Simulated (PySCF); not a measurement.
A structure optimised at PBE-D3(BJ)/def2-SVP, used in a PySCF frequency run:

```xyz
8

F     -1.3338     1.6155    -0.1454
Sn    -0.0879     0.0980    -0.0316
S     -1.0070    -1.6912    -1.3809
S      2.0829     0.6653    -0.9416
S     -0.0166    -0.2148     2.3806
H     -2.2510    -1.4867    -0.8581
H      2.5166     1.0131     0.3045
H     -0.8151     0.8849     2.5128
```

Q: Write its SMILES and formula.

A: [F][Sn]([SH])([SH])[SH], FH3S3Sn

Q: What are its rotational constants (standard atomic weights)?

A: 1.3683, 1.2555, 0.92370 GHz
